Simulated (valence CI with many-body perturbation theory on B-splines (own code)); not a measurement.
## Ti15+: electric-dipole lines

Calculated by relativistic CI+MBPT: five valence electrons over a frozen Dirac-Fock core [He], radial functions for each j: 11 s, 11 p, 10 d, 8 f, 5 g, 2 h, with the one-electron correlation potential Σ1 (screened to all orders), the two-electron term Σ2, the three-electron term Σ3, Breit, model QED; selected single and double excitations, second order for the rest, scaled by the run's own slope (own B-spline code, finite nucleus).

No measured levels were compared; by estimate levels of excited configurations hold to 0.05 to 0.15 % of their energy, terms of the ground configuration to about 0.5 %. Among the levels kept, up to 5400 cm⁻¹ of a level comes from second order outside the variational space, and about a tenth of that is noise between levels of different J, which matters for small intervals.

Lines 1 to 50 of 576 in falling wavelength, among levels below 745.16 eV, chosen from the strongest by gf and those to the six lowest levels. Wavelengths and rates use the calculated energies, so an error of 500 cm⁻¹ moves a line at 705.2 Å by 0.35 % and its rate by three times that or more. Electric multipoles are in the length gauge with retardation, E1 and E2 with the static RPA response of the core. Weak lines are less certain than strong ones. Lines between different terms over intervals too small for the method are left out, as are lines whose strength nearly cancels. Where a level lies close to another of its J and parity, the split of strength between their lines is uncertain. The highest levels of a list are the least certain.

Names give the largest LS component (configuration and term), which can be under half, so a name can repeat, a term be missing and a line seem to break the LS rules; names also repeat where a configuration has a term twice. Letters in brackets count levels of one name in rising energy.

```tsv
λ vac (Å)	Upper	Lower	A (s⁻¹)	log gf	Branch %
705.2	2s.2p3.3p 4P_5/2 [a]	2s.2p3.3s 4S°_3/2 [a]	5.97e+08	-0.57	0.0
705.1	2s.2p3.3p 2F_7/2 [a]	2s.2p3.3s 2D°_5/2 [a]	8.52e+08	-0.29	0.0
698.5	2s.2p3.3p 4P_3/2 [a]	2s.2p3.3s 4S°_3/2 [a]	7.19e+08	-0.68	0.0
691.3	2s.2p3.3p 2F_5/2 [a]	2s.2p3.3s 2D°_3/2 [a]	8.58e+08	-0.43	0.0
684.7	2s.2p3.3p 4P_1/2 [a]	2s.2p3.3s 4S°_3/2 [a]	7.39e+08	-0.98	0.0
641.2	2s.2p3.3d 4D°_7/2 [b]	2s.2p3.3p 4P_5/2 [b]	3.63e+08	-0.75	0.0
630.6	2s.2p3.3p 4D_3/2 [a]	2s.2p3.3s 4D°_5/2	4.95e+08	-0.93	0.1
629.5	2s.2p3.3p 4D_3/2 [a]	2s.2p3.3s 4D°_3/2	4.96e+08	-0.93	0.1
623.8	2s2.2p2.3p 4D°_1/2 [a]	2s2.2p2.3s 4P_1/2	9.59e+08	-0.95	11.4
616.2	2s.2p3.3p 2P_3/2 [b]	2s.2p3.3s 2P°_3/2 [a]	1.21e+09	-0.56	0.1
614.8	2s.2p3.3p 2P_3/2 [c]	2s.2p3.3s 4S°_3/2 [b]	6.56e+08	-0.83	0.1
612.6	2s.2p3.3p 2D_3/2 [b]	2s.2p3.3s 2P°_1/2 [a]	1.03e+09	-0.63	0.1
612.0	2s.2p3.3d 4D°_5/2 [b]	2s.2p3.3p 4P_3/2 [b]	4.50e+08	-0.82	0.0
610.6	2s.2p3.3p 2P_3/2 [d]	2s.2p3.3s 2D°_5/2 [b]	4.49e+08	-1.00	0.1
608.9	2s.2p3.3p 2F_5/2 [b]	2s.2p3.3s 2D°_3/2 [b]	1.32e+09	-0.36	0.2
604.8	2s.2p3.3p 4D_5/2 [a]	2s.2p3.3s 4D°_5/2	1.13e+09	-0.43	3.5
599.7	2s.2p3.3p 4D_7/2 [a]	2s.2p3.3s 4D°_7/2	1.26e+09	-0.27	2.8
592.2	2s.2p3.3p 2D_5/2 [b]	2s.2p3.3s 2P°_3/2 [a]	1.25e+09	-0.41	0.1
586.8	2s.2p3.3p 4F_3/2	2s.2p3.3s 4D°_1/2	8.29e+08	-0.77	0.1
585.3	2s.2p3.3p 4D_5/2 [b]	2s.2p3.3s 4P°_5/2	4.73e+08	-0.84	0.2
584.1	2s.2p3.3d 4P°_5/2 [a]	2s.2p3.3p 4P_5/2 [b]	7.65e+08	-0.63	0.0
583.1	2s.2p3.3p 4S_3/2	2s.2p3.3s 4P°_5/2	5.06e+08	-0.99	0.4
582.9	2s2.2p2.3p 2F°_5/2	2s2.2p2.3s 2D_3/2	1.46e+09	-0.35	9.2
580.4	2s.2p3.3d 2D°_5/2 [a]	2s.2p3.3p 2D_5/2 [a]	3.54e+08	-0.97	0.0
578.0	2s.2p3.3p 4D_7/2 [a]	2s.2p3.3s 4D°_5/2	2.54e+08	-0.99	0.6
577.5	2s2.2p2.3p 4P°_5/2	2s2.2p2.3s 4P_5/2	1.12e+09	-0.48	5.0
575.8	2s.2p3.3p 4D_1/2 [b]	2s.2p3.3s 4P°_1/2	1.26e+09	-0.90	0.4
574.7	2s.2p3.3p 4D_3/2 [b]	2s.2p3.3s 4P°_3/2	7.22e+08	-0.84	0.3
572.4	2s.2p3.3p 6P_3/2	2s.2p3.3s 6S°_5/2	1.77e+09	-0.46	10.8
571.9	2s.2p3.3p 2F_7/2 [b]	2s.2p3.3s 2D°_5/2 [b]	1.76e+09	-0.16	0.3
569.2	2s.2p3.3p 4P_5/2 [d]	2s.2p3.3s 4S°_3/2 [b]	1.52e+09	-0.35	0.2
569.1	2s2.2p2.3d 2D_5/2 [c]	2s2.2p2.3p 2P°_3/2 [b]	5.75e+08	-0.78	0.0
565.6	2s.2p3.3d 4F°_9/2 [a]	2s.2p3.3p 4F_9/2	5.49e+08	-0.58	8.3
564.4	2s.2p3.3p 4D_7/2 [b]	2s.2p3.3s 4P°_5/2	1.80e+09	-0.16	1.1
563.7	2s.2p3.3p 4D_3/2 [b]	2s.2p3.3s 4P°_1/2	8.67e+08	-0.78	0.4
563.0	2s.2p3.3d 4P°_3/2 [a]	2s.2p3.3p 4P_5/2 [b]	5.82e+08	-0.96	0.0
562.8	2s2.2p2.3p 2D°_3/2 [a]	2s2.2p2.3s 2P_1/2	8.82e+08	-0.78	4.9
562.2	2s.2p3.3p 4D_5/2 [b]	2s.2p3.3s 4P°_3/2	1.29e+09	-0.43	0.6
562.2	2s2.2p2.3p 4D°_7/2	2s2.2p2.3s 4P_5/2	1.67e+09	-0.20	37.7
560.9	2s.2p3.3p 6P_5/2	2s.2p3.3s 6S°_5/2	1.85e+09	-0.28	2.3
560.1	2s.2p3.3p 4S_3/2	2s.2p3.3s 4P°_3/2	7.77e+08	-0.84	0.7
558.6	2s2.2p2.3p 4D°_5/2	2s2.2p2.3s 4P_3/2	1.55e+09	-0.36	23.4
557.0	2s.2p3.3p 4F_5/2	2s.2p3.3s 4D°_3/2	1.80e+09	-0.30	2.9
555.2	2s.2p3.3p 2D_5/2 [d]	2s.2p3.3s 2P°_3/2 [b]	1.81e+09	-0.30	0.3
551.7	2s.2p3.3p 2P_3/2 [d]	2s.2p3.3s 4S°_3/2 [b]	7.88e+08	-0.84	0.1
551.5	2s.2p3.3p 2P_3/2 [a]	2s.2p3.3s 4D°_1/2	8.56e+08	-0.81	0.1
550.1	2s2.2p2.3p 4D°_3/2	2s2.2p2.3s 4P_1/2	1.35e+09	-0.61	13.3
549.8	2s2.2p2.3p 4P°_3/2	2s2.2p2.3s 4P_3/2	8.24e+08	-0.83	2.9
548.2	2s.2p3.3p 4F_9/2	2s.2p3.3s 4D°_7/2	2.12e+09	-0.02	30.9
545.2	2s.2p3.3p 2P_3/2 [f]	2s.2p3.3s 2P°_1/2 [b]	1.61e+09	-0.54	0.4
```

(1) How does gf follow from A for the line at 562.8 Å?

## Answers

(1) gf = 1.4992 × (2J+1)_upper × A / σ², with σ = 177681 cm⁻¹ and 2J+1 = 4: gf = 0.168.
